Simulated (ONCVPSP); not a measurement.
## Cs (Z = 55): ONCV pseudisation with LDA (Perdew-Zunger), scalar-relativistic reference atom.

| Quantity | Value |
| --- | --- |
| Element | caesium (Cs) |
| Generator | ONCVPSP 4.0.1 |
| Type | optimised norm-conserving Vanderbilt (ONCV) |
| Functional | LDA (Perdew-Zunger) |
| Relativity | scalar-relativistic |
| Frozen core | [Kr] 4d10 |
| Valence charge | 9 |
| Reference configuration | 5s2 5p6 (charge +1) |
| Partial waves | 5s: rc 2.60 bohr, ncon 4, nbas 7, qcut 6.1 1/bohr, 2 projectors, debl 0.5 Ha; 5p: rc 2.40 bohr, ncon 5, nbas 8, qcut 6.3 1/bohr, 3 projectors, debl 1 Ha; d scattering state at 0.02 Ha: rc 2.30 bohr, ncon 4, nbas 9, qcut 4.7 1/bohr, 2 projectors, debl 3.2 Ha |
| Local potential | polynomial inside 1.55 bohr (lpopt 5, dvloc0 3 Ha) |
| Core correction | polynomial model core, fcfact 0.3 |

In the s channel the program set the typed energies aside and used -1.183, 0.250 Ha. In the d channel the program set the typed energies aside and used 0.050, 3.250 Ha.

* Cutoffs needed: 13 Ha and 16 Ha (the cutoffs (Ha) at which the residual kinetic energy of the hardest occupied pseudo-wave falls to 1 and 0.1 mHa per electron)
* Ghost test: no bound ghost flagged; GHOST(+) flagged for s at 84.6 eV
* Largest excitation error: +0.3 meV (all-electron minus pseudo) for 5s2 5p6 6p1, out of 4 test configurations
* rms error of d²Exc/dni dnj: 6.75 mHa without and 0.39 mHa with the model core
